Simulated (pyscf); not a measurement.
•H₂C–AlH–OH (SMILES [CH2][AlH][OH]) -> [H₃C–Al–OH]• (SMILES [CH3][Al][OH]), a hydrogen shift (doublet surface; Al–H broken, C–H formed). Structures and frequencies: ωB97X-D3(BJ)/def2-SVP in PySCF. Correlated levels are frozen-core, on RHF or UHF. ΔMP2 is the change of the MP2 total energy from the triple- to the quadruple-zeta basis. Energies in kcal/mol from the reactant's lowest minimum found.

Small-basis levels: PySCF, no dispersion term, spherical d functions. AM1 to PM7: differences of heats of formation from MOPAC, which are fitted to 298 K values and so differ in kind from electronic energies by zero-point and thermal terms. GFN2-xTB: tblite. Open shells are spin-unrestricted. 

```json
[
 {"level": "HF/6-31G*", "barrier": "55.3", "reaction energy": "-9.0"},
 {"level": "SVWN5/6-31G*", "barrier": "27.0", "reaction energy": "-27.4"},
 {"level": "BP86/6-31G*", "barrier": "32.3", "reaction energy": "-21.0"},
 {"level": "PBE/6-31G*", "barrier": "31.7", "reaction energy": "-22.4"},
 {"level": "B3LYP/STO-3G", "barrier": "65.1", "reaction energy": "-8.0"},
 {"level": "B3LYP/3-21G", "barrier": "38.7", "reaction energy": "-20.8"},
 {"level": "B3LYP/LANL2DZ", "barrier": "39.3", "reaction energy": "-20.3"},
 {"level": "B3LYP/6-311+G**", "barrier": "37.2", "reaction energy": "-17.3"},
 {"level": "B3LYP/def2-SVP", "barrier": "37.9", "reaction energy": "-16.0"},
 {"level": "GFN2-xTB", "barrier": "31.2", "reaction energy": "-7.4"},
 {"level": "AM1", "barrier": "37.5", "reaction energy": "-13.0"},
 {"level": "PM7", "barrier": "8.5", "reaction energy": "-29.8"},
 {"level": "CCSD(T)/def2-TZVPP + ΔMP2(QZVPP)", "barrier": "39.3", "reaction energy": "-16.4"}
]
```

Against the last row the barrier runs from -30.8 (PM7) to +25.8 kcal/mol (B3LYP/STO-3G). CCSD(T)/def2-TZVPP + ΔMP2(QZVPP) has limits of its own. One saddle was located; it need not be the lowest between these sides. The CCSD(T) − MP2 part came from Ansatz, without density fitting, on the same reference. A UHF reference is spin-contaminated (<S²> up to 0.86), which harms MP2 most.
